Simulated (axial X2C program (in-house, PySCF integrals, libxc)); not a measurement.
# Testing model relations on AlCd

A bond curve at the PBE0 level, with spin–orbit coupling, was computed with an axial X2C code built on PySCF integrals (basis Cd dyall-cv3z [12s12p8d5f3g], Al dyall-v3z [8s8p2d1f] (cores contracted in-house)) for the state Ω = 1/2 (⟨Sz⟩ = -0.50, ⟨Lz⟩ = 1.00 at PBE0). Its fit gives Re = 2.8335 Å, ωe = 152.5 cm⁻¹, ωexe = 1.62 cm⁻¹ and αe = 1.105e-03 cm⁻¹; the masses are 113.9034 and 26.9815 u. Two-component means X2C with spin–orbit coupling and atomic mean-field Coulomb and Gaunt terms.

Task: Find the reduced mass, Be and the force constant.

Result: From the PBE0 values: μ = 21.8142 u. Be = 16.8576/(μ Re²) = 0.09625 cm⁻¹. k = 5.8918×10⁻⁷ μ ωe² = 0.299 mdyn/Å.

Task: Estimate the centrifugal constant by the Kratzer relation.

Result: D = 4Be³/ωe² = 1.53e-07 cm⁻¹.

Task: A Morse curve ties αe to the other constants (Pekeris). How well does that hold?

Result: αe(Morse) = 6Be²/ωe × (√(ωexe/Be) − 1) = 1.131e-03 cm⁻¹; the PBE0 curve gives 1.105e-03 cm⁻¹, a ratio of 1.02.

Task: Where do the fundamental and the first overtone lie?

Result: ν(1←0) = ωe − 2ωexe = 149.3 cm⁻¹; ν(2←0) = 2ωe − 6ωexe = 295.3 cm⁻¹.

Task: Estimate De from a Morse curve and compare with the computed well depth of 0.331 eV to Cd + Al.

Result: De(Morse) = ωe²/(4ωexe) = 0.445 eV against 0.331 eV computed, a ratio of 1.34. The extrapolation overshoots: the well softens faster than a Morse curve, or the lowest atomic limit lies below the one to which the curve heads.

Occupations by symmetry block were frozen at the best pattern of an incomplete PBE0 search. Dissociation energies refer to the lowest single-determinant-based atoms at the same level and basis. Density functionals use the spin component along the axis (collinear). In 2c an atomic determinant is not the ground J level, so De misses part of the atomic spin–orbit lowering. This holds for PBE0. Other states lie close and PBE0, whose exact exchange favours high spin, may order them wrongly; the determinant shown need not be the ground state. The nearest other 2c determinant of the search, Ω = 3/2, lies 0.03 eV up at the distance of the search. The functionals have no current-density term, which raises determinants with orbital currents, atoms included. The atomic limit has a lower orbital projection than the molecule and lies lower at mean-field level, so De may be about a tenth of an eV too small.
